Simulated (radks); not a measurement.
Question: The thulium ion Tm17+, 52 electrons, occupied as [Kr] 4d10 4f6. Calculated with a radial shooting solver on a logarithmic mesh with Libxc functionals: scalar-relativistic Kohn-Sham, r2SCAN, spin-polarised, spherical densities, finite nucleus; open shells are filled with parallel spins first (spin-orbit coupling, left out, can overturn this in heavy ions); meta-GGA in the generalised Kohn-Sham scheme; Fermi nuclear charge, rms radius 5.2256 fm. Some entries of the table are withheld. Estimate them.

| orbital | occ. | eigenvalue (Ry) | <1/r> (bohr^-1) |
|---|---|---|---|
| 1s down | 1 | -4393.346 | 79.07 |
| 1s up | 1 | -4393.344 | 79.07 |
| 2s up | 1 | -768.3009 | 18.44 |
| 2s down | 1 | -768.2992 | 18.44 |
| 2p up | 3 | -681.6954 | 16.97 |
| 2p down | 3 | -681.6933 | 16.97 |
| 3s up | 1 | -197.2351 | 6.816 |
| 3s down | 1 | -196.8332 | 6.827 |
| 3p up | 3 | -170.8756 | 6.350 |
| 3p down | 3 | -170.4735 | 6.361 |
| 3d up | 5 | -138.2710 | 6.006 |
| 3d down | 5 | -137.9624 | 6.017 |
| 4s up | 1 | -62.81412 | 2.935 |
| 4s down | 1 | -62.07103 | 2.926 |
| 4p up | 3 | -53.88124 | 2.708 |
| 4p down | 3 | -53.15597 | 2.699 |
| 4d up | 5 | -41.95800 | 2.451 |
| 4d down | 5 | -41.22958 | 2.441 |
| 4f up | 6 | -28.66135 | (1) |
| 4f down | 0 | -27.88367 | (2) |

Answer: 
(1) 4f up <1/r> (bohr^-1): 2.124
(2) 4f down <1/r> (bohr^-1): 2.114
